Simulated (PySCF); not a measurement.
AsF₃, SMILES F[As](F)F (connectivity only; charge and spin as stated), charge -1, multiplicity 2.

Geometry: TPSSh-D3(BJ)/def2-SVPD. The spin state was assumed, not searched.

Level of theory: TPSSh-D3(BJ)/def2-SVPD in PySCF 2.14.0.

Frequencies are harmonic and unscaled.

```csv
mode,ν (cm⁻¹),IR (km/mol),moving atoms (share of kinetic energy)
1,91,10.3,"F 70 %, As 30 %"
2,183,10.4,"F 79 %, As 21 %"
3,281,0.1,F 96 %
4,421,402.1,"F 64 %, As 36 %"
5,424,1.5,F 100 %
6,594,103.9,"F 78 %, As 22 %"
```
